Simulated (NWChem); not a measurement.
System: CdH2SeS; SMILES [Cd]([SH])[SeH]

Output (shortened):

```
             Northwest Computational Chemistry Package (NWChem) 7.3.0
             --------------------------------------------------------

 C1  symmetry detected

                             Geometry "geometry" -> ""
                             -------------------------

 Output coordinates in angstroms (scale by  1.889725989 to convert to a.u.)

  No.       Tag          Charge          X              Y              Z
 ---- ---------------- ---------- -------------- -------------- --------------
    1 Cd                  48.0000    -0.00971195     0.45973622    -0.01392123
    2 S                   16.0000    -0.00357690     2.81026481    -0.03705106
    3 H                    1.0000    -0.04670003     2.90430145     1.31145737
    4 Se                  34.0000    -0.02574723    -1.99691425    -0.00249456
    5 H                    1.0000     1.44551007    -2.04079262     0.03439358

 Effective nuclear repulsion energy (a.u.)     626.0140243349

 Summary of "ao basis" -> "ao basis" (spherical)
 ------------------------------------------------------------------------------
       Tag                 Description            Shells   Functions and Types
 ---------------- ------------------------------  ------  ---------------------
 Cd                        def2-svpd                12       34   5s4p2d1f
 S                         def2-svpd                11       27   5s4p2d
 H                         def2-svpd                 4        8   2s2p
 Se                        def2-svpd                15       41   6s5p4d

            General Information
            -------------------
          SCF calculation type: DFT
          Wavefunction type:  closed shell.
          No. of atoms     :     5
          No. of electrons :    72
           Alpha electrons :    36
            Beta electrons :    36
          Charge           :     0
          Spin multiplicity:     1
          Use of symmetry is: off; symmetry adaption is: off
          Maximum number of iterations: 150
          AO basis - number of functions:   118
                     number of shells:    46
          Convergence on energy requested:  1.00D-06
          Convergence on density requested:  1.00D-05
          Convergence on gradient requested:  5.00D-04

              XC Information
              --------------
          PerdewBurkeErnzerhof Exchange Functional  1.000
            Perdew 1991 LDA Correlation Functional  1.000 local
           PerdewBurkeErnz. Correlation Functional  1.000 non-local

             Grid Information
             ----------------
          Grid used for XC integration:  medium
          Radial quadrature: Mura-Knowles
          Angular quadrature: Lebedev.
          Tag              B.-S. Rad. Rad. Pts. Rad. Cut. Ang. Pts.
          ---              ---------- --------- --------- ---------
          Cd                  1.55      123          12.0       590
          S                   1.00       88          16.0       590
          H                   0.35       45          15.0       434
          Se                  1.15      112          15.0       590
          Grid pruning is: on
          Number of quadrature shells:   413
          Spatial weights used:  Erf1

      Superposition of Atomic Density Guess
      -------------------------------------

 Sum of atomic energies:       -2989.83753274

      Non-variational initial energy
      ------------------------------

 Total energy =   -2965.245870
 1-e energy   =   -4808.380293
 2-e energy   =    1533.482490
 HOMO         =      -0.296355
 LUMO         =      -0.037668

   convergence    iter        energy       DeltaE   RMS-Dens  Diis-err
 ---------------- ----- ----------------- --------- --------- ---------
 d= 0,ls=0.0,diis     1  -2967.7341927421 -3.28D+03  1.41D-02  5.31D-01
 d= 0,ls=0.0,diis     2  -2967.6927103970  4.15D-02  9.58D-03  6.48D-01
 d= 0,ls=0.0,diis     3  -2967.7821206804 -8.94D-02  3.11D-03  1.06D-01
 d= 0,ls=0.0,diis     4  -2967.7979635938 -1.58D-02  7.52D-04  7.51D-03
 d= 0,ls=0.0,diis     5  -2967.7987163579 -7.53D-04  2.88D-04  5.33D-04
  Resetting Diis
 d= 0,ls=0.0,diis     6  -2967.7987887968 -7.24D-05  1.03D-04  8.79D-05
 d= 0,ls=0.0,diis     7  -2967.7988032648 -1.45D-05  7.02D-05  9.92D-06
 d= 0,ls=0.0,diis     8  -2967.7987997486  3.52D-06  5.21D-05  3.01D-05
 d= 0,ls=0.0,diis     9  -2967.7988045151 -4.77D-06  6.90D-06  4.36D-07
 d= 0,ls=0.0,diis    10  -2967.7988046024 -8.73D-08  9.49D-07  1.42D-08

         Total DFT energy =    -2967.798804602398
      One electron energy =    -4808.591104980358
           Coulomb energy =     1659.576710961286
    Exchange-Corr. energy =     -128.436343340097
 Nuclear repulsion energy =      309.651932756770

 Numeric. integr. density =       72.000017817241

                       DFT Final Molecular Orbital Analysis
                       ------------------------------------

 Vector   34  Occ=2.000000D+00  E=-2.640052D-01
              MO Center= -6.6D-04,  3.2D-01, -1.0D-02, r^2= 7.3D+00
   Bfn.  Coefficient  Atom+Function         Bfn.  Coefficient  Atom+Function
  ----- ------------  ---------------      ----- ------------  ---------------
    47      0.415512  2 S  py                86      0.396969  4 Se py
    83      0.347109  4 Se py                44      0.296748  2 S  py
    80     -0.222450  4 Se py                10     -0.186232  1 Cd py
     7      0.175196  1 Cd py                41      0.170798  2 S  py
    16      0.124204  1 Cd py                73     -0.124693  4 Se s

 Vector   35  Occ=2.000000D+00  E=-2.281694D-01
              MO Center= -6.2D-03,  2.7D+00,  1.1D-02, r^2= 1.9D+00
   Bfn.  Coefficient  Atom+Function         Bfn.  Coefficient  Atom+Function
  ----- ------------  ---------------      ----- ------------  ---------------
    46      0.581125  2 S  px                43      0.442690  2 S  px
    40      0.250384  2 S  px                18     -0.124917  1 Cd d -2
    49      0.107907  2 S  px                 6     -0.065619  1 Cd px
     9      0.061630  1 Cd px                15      0.045623  1 Cd px
   111     -0.030408  5 H  s                112     -0.028757  5 H  s

 Vector   36  Occ=2.000000D+00  E=-2.202251D-01
              MO Center=  1.9D-02, -1.8D+00, -3.5D-03, r^2= 2.2D+00
   Bfn.  Coefficient  Atom+Function         Bfn.  Coefficient  Atom+Function
  ----- ------------  ---------------      ----- ------------  ---------------
    87      0.545551  4 Se pz                84      0.497065  4 Se pz
    81     -0.313752  4 Se pz                19      0.115107  1 Cd d -1
    78      0.101914  4 Se pz                90      0.081200  4 Se pz
     8     -0.064804  1 Cd pz                11      0.060674  1 Cd pz
    17      0.046811  1 Cd pz                62     -0.028655  3 H  s

 Vector   37  Occ=0.000000D+00  E=-8.837259D-02
              MO Center=  3.6D-02,  3.0D-01,  4.4D-02, r^2= 7.1D+00
   Bfn.  Coefficient  Atom+Function         Bfn.  Coefficient  Atom+Function
  ----- ------------  ---------------      ----- ------------  ---------------
     5      0.674356  1 Cd s                  4      0.495051  1 Cd s
    86     -0.387768  4 Se py                47      0.365614  2 S  py
     2     -0.299136  1 Cd s                 83     -0.281978  4 Se py
    74     -0.257529  4 Se s                 75      0.247572  4 Se s
    44      0.234240  2 S  py                73     -0.218062  4 Se s

 Vector   38  Occ=0.000000D+00  E=-5.163636D-02
              MO Center= -1.0D-01,  1.1D-01, -1.2D-02, r^2= 5.6D+00
   Bfn.  Coefficient  Atom+Function         Bfn.  Coefficient  Atom+Function
  ----- ------------  ---------------      ----- ------------  ---------------
    12      0.565175  1 Cd px                 9      0.271343  1 Cd px
     6     -0.247578  1 Cd px               112     -0.237727  5 H  s
    46     -0.208032  2 S  px               111     -0.200849  5 H  s
    74      0.171940  4 Se s                 75     -0.162483  4 Se s
    15      0.150157  1 Cd px                43     -0.134038  2 S  px

 Vector   39  Occ=0.000000D+00  E=-4.895250D-02
              MO Center= -8.5D-03,  4.9D-01, -8.6D-02, r^2= 5.4D+00
   Bfn.  Coefficient  Atom+Function         Bfn.  Coefficient  Atom+Function
  ----- ------------  ---------------      ----- ------------  ---------------
    14      0.610157  1 Cd pz                11      0.285512  1 Cd pz
     8     -0.259039  1 Cd pz                87     -0.232733  4 Se pz
    63     -0.186720  3 H  s                 84     -0.160274  4 Se pz
    17      0.151116  1 Cd pz                62     -0.148421  3 H  s
    38      0.128460  2 S  s                 81      0.096675  4 Se pz

     Multipole analysis of the density
     ---------------------------------

[...]

                                NWChem TDDFT Module
                                -------------------

            General Information
            -------------------
           No. of orbitals :     236
            Alpha orbitals :     118
             Beta orbitals :     118
        Alpha frozen cores :       0
         Beta frozen cores :       0
     Alpha frozen virtuals :       0
      Beta frozen virtuals :       0
         Spin multiplicity :       1
    Number of AO functions :     118
        Use of symmetry is : off
      Symmetry adaption is : off
         Schwarz screening :  0.10D-07

              XC Information
              --------------
   PerdewBurkeErnzerhof Exchange Functional   1.00
     Perdew 1991 LDA Correlation Functional   1.00 local
    PerdewBurkeErnz. Correlation Functional   1.00 non-local

             TDDFT Information
             -----------------
          Calculation type : Tamm-Dancoff TDDFT
         Wavefunction type : Restricted singlets
          No. of electrons :      72
           Alpha electrons :      36
            Beta electrons :      36
              No. of roots :       6
          Max subspacesize :    5200
            Max iterations :     100
               Target root :       1
           Target symmetry : none
      Symmetry restriction : off
                 Algorithm : Optimal
        Davidson threshold :  0.10D-03

    6 smallest eigenvalue differences (eV)
--------------------------------------------------------
  No. Spin  Occ  Vir  Irrep   E(Occ)    E(Vir)   E(Diff)
--------------------------------------------------------
    1    1   36   37 a        -0.220    -0.088     3.588
    2    1   35   37 a        -0.228    -0.088     3.804
    3    1   36   38 a        -0.220    -0.052     4.588
    4    1   36   39 a        -0.220    -0.049     4.661
    5    1   34   37 a        -0.264    -0.088     4.779
    6    1   35   38 a        -0.228    -0.052     4.804
--------------------------------------------------------

  Entering Davidson iterations
  Restricted singlet excited states

  Iter   NTrls   NConv    DeltaV     DeltaE      Time
  ----  ------  ------  ---------  ---------  ---------
    1      6       0     0.15E+00   0.10+100       16.9
    2     12       0     0.11E+00   0.67E-01       20.0
    3     18       0     0.77E-01   0.15E-01       19.6
    4     24       1     0.47E-01   0.19E-01       19.0
    5     29       4     0.10E-01   0.29E-02       17.1
    6     31       5     0.10E-02   0.78E-04       15.5
    7     32       5     0.10E-03   0.73E-06       15.2
    8     33       6     0.43E-04   0.63E-08       15.0
  ----  ------  ------  ---------  ---------  ---------
  Convergence criterion met

  Ground state a       -2967.798804602398 a.u.

  ----------------------------------------------------------------------------
  Root   1 singlet a              0.137875236 a.u.                3.7518 eV
  ----------------------------------------------------------------------------
     Transition Moments    X -0.01464   Y  0.03735   Z  0.43832
     Dipole Oscillator Strength                    0.0178075516
     Electric Quadrupole                           0.0000000309
     Magnetic Dipole                               0.0000000070
     Total Oscillator Strength                     0.0178075896

     Occ.   36  a   ---  Virt.   37  a       -0.99831
  ----------------------------------------------------------------------------
  Root   2 singlet a              0.145657114 a.u.                3.9635 eV
  ----------------------------------------------------------------------------
     Transition Moments    X  0.38947   Y -0.02693   Z  0.01469
     Dipole Oscillator Strength                    0.0148206500
     Electric Quadrupole                           0.0000000630
     Magnetic Dipole                               0.0000000259
     Total Oscillator Strength                     0.0148207389

     Occ.   35  a   ---  Virt.   37  a       -0.99812
  ----------------------------------------------------------------------------
  Root   3 singlet a              0.169871268 a.u.                4.6224 eV
  ----------------------------------------------------------------------------
     Transition Moments    X  0.00722   Y  0.00312   Z  0.02816
     Dipole Oscillator Strength                    0.0000967968
     Electric Quadrupole                           0.0000000294
     Magnetic Dipole                               0.0000001695
     Total Oscillator Strength                     0.0000969958

     Occ.   36  a   ---  Virt.   38  a        0.99476
     Occ.   36  a   ---  Virt.   40  a        0.08101
  ----------------------------------------------------------------------------
  Root   4 singlet a              0.177244569 a.u.                4.8231 eV
  ----------------------------------------------------------------------------
     Transition Moments    X  0.04163   Y  0.01374   Z -0.00240
     Dipole Oscillator Strength                    0.0002278105
     Electric Quadrupole                           0.0000000366
     Magnetic Dipole                               0.0000000010
     Total Oscillator Strength                     0.0002278481

     Occ.   33  a   ---  Virt.   37  a       -0.07363
     Occ.   34  a   ---  Virt.   37  a       -0.46365
     Occ.   35  a   ---  Virt.   38  a       -0.37840
     Occ.   36  a   ---  Virt.   39  a        0.79512
  ----------------------------------------------------------------------------
  Root   5 singlet a              0.179985308 a.u.                4.8977 eV
  ----------------------------------------------------------------------------
     Transition Moments    X  0.01952   Y -0.00192   Z -0.00798
     Dipole Oscillator Strength                    0.0000538123
     Electric Quadrupole                           0.0000000320
     Magnetic Dipole                               0.0000001064
     Total Oscillator Strength                     0.0000539506

     Occ.   35  a   ---  Virt.   38  a        0.07307
     Occ.   35  a   ---  Virt.   39  a       -0.99516
  ----------------------------------------------------------------------------
  Root   6 singlet a              0.184386304 a.u.                5.0174 eV
  ----------------------------------------------------------------------------
     Transition Moments    X -0.02382   Y  0.07505   Z -0.05455
     Dipole Oscillator Strength                    0.0011278895
     Electric Quadrupole                           0.0000001725
     Magnetic Dipole                               0.0000000064
     Total Oscillator Strength                     0.0011280684

     Occ.   33  a   ---  Virt.   37  a        0.25128
     Occ.   34  a   ---  Virt.   37  a       -0.13785
     Occ.   35  a   ---  Virt.   38  a       -0.82773
     Occ.   35  a   ---  Virt.   39  a       -0.06879
     Occ.   35  a   ---  Virt.   40  a        0.11610
     Occ.   36  a   ---  Virt.   39  a       -0.44616

              Target root =      1
          Target symmetry = none
      Ground state energy =  -2967.798804602398
        Excitation energy =      0.137875236284
     Excited state energy =  -2967.660929366114

  stored tddft:energy   -2967.6609293661140
```

Level: PBE/def2-SVPD with def2 effective core potentials on Cd, TDA. Structure relaxed at the PBE0/def2-SVP level. Not confirmed as a minimum by frequencies. def2 effective core potentials on Cd; no spin-orbit coupling.

### Question
Which NWChem input produces such a log?

### Answer
This is not unique; one that fits is the input that was run:
```
start job
memory heap 200 mb stack 900 mb global 1100 mb
geometry units angstroms noautoz
  Cd    -0.374489     0.343170    -0.023863
  S     -0.691770     2.631890    -0.455894
  H      0.175418     3.016875     0.507926
  Se    -0.058478    -2.051388     0.425301
  H      1.040124    -2.125103    -0.552208
end
basis spherical
  * library def2-svpd
end
ecp
  Cd library def2-ecp
end
dft
  xc xpbe96 cpbe96
  iterations 150
end
tddft
  cis
  nroots 6
  notriplet
end
task tddft energy
```
